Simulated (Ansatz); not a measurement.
Geometry optimisation, RKS PBE0-D4/6-31G* (Ansatz 0.2.0).

The input (input.yaml):

```yaml
crystal:
  periodic: [false, false, false]
  atoms:
    - { symbol: Si, position_ang: [-0.606644, -1.066476, -0.141856] }
    - { symbol: S, position_ang: [1.880134, 0.366191, 1.801019] }
    - { symbol: H, position_ang: [-1.620104, -1.926119, -0.834814] }
    - { symbol: H, position_ang: [-0.59195, -1.489864, 1.284767] }
    - { symbol: Si, position_ang: [-1.21363, 1.164673, -0.453541] }
    - { symbol: H, position_ang: [2.16966, -0.121581, 0.571035] }
    - { symbol: O, position_ang: [0.92644, -1.307583, -0.90988] }
    - { symbol: H, position_ang: [2.111091, 1.644264, 1.445339] }
    - { symbol: H, position_ang: [-1.610317, 1.35904, -1.878785] }
    - { symbol: H, position_ang: [-2.400508, 1.468709, 0.398033] }
    - { symbol: H, position_ang: [-0.13408, 2.139118, -0.136964] }
    - { symbol: H, position_ang: [1.089908, -2.230373, -1.144452] }
basis:
  gaussian: { orbitals: "6-31G*" }
hamiltonian:
  xc: pbe0
  dispersion: d4
relax:
  f_tol: 0.03
  max_steps: 50
```

Run as:

```bash
$ ansatz run input.yaml --threads 2 --pin off --max-ram 3072MiB --backend cpu --events-out ev --progress --plain --runs-dir out
```

Problem. Where does it end, and by what steps?

Solution. The forces met the threshold. After 39 steps the energy has fallen by 0.121 eV; H8 moved furthest, 1.82 Å.

```tsv
step	energy less start (eV)	largest force component (eV/Å)	accepted
0	0.0000	0.982	yes
2	-0.0603	0.451	yes
4	-0.0764	0.324	yes
6	-0.0864	0.077	yes
8	-0.0891	0.112	yes
10	-0.0914	0.101	yes
12	-0.0932	0.100	yes
14	-0.0949	0.065	yes
16	-0.0961	0.083	yes
18	-0.0974	0.134	yes
20	-0.0984	0.119	yes
22	-0.1003	0.033	yes
24	-0.1016	0.053	yes
26	-0.1030	0.114	yes
28	-0.1065	0.215	yes
30	-0.1095	0.158	yes
32	-0.1141	0.172	yes
34	-0.1167	0.146	yes
36	-0.1197	0.082	yes
38	-0.1204	0.036	yes
39	-0.1207	0.028	yes
```

```xyz
12
Properties=species:S:1:pos:R:3
Si -0.838 -1.195 -0.272
S 2.547 1.214 1.028
H -1.221 -1.671 -1.637
H -1.665 -1.970 0.704
Si -1.274 1.091 -0.072
H 1.986 0.044 0.650
O 0.801 -1.455 0.003
H 2.806 1.585 -0.240
H -0.448 1.884 -1.022
H -2.711 1.268 -0.438
H -1.072 1.580 1.316
H 1.089 -2.376 -0.020
```

Whether the end is a true minimum wasn't checked by a vibrational analysis.

The run took 120 s on 2 threads of Arm Neoverse V1 (shared host), peak memory 0.19 GiB.
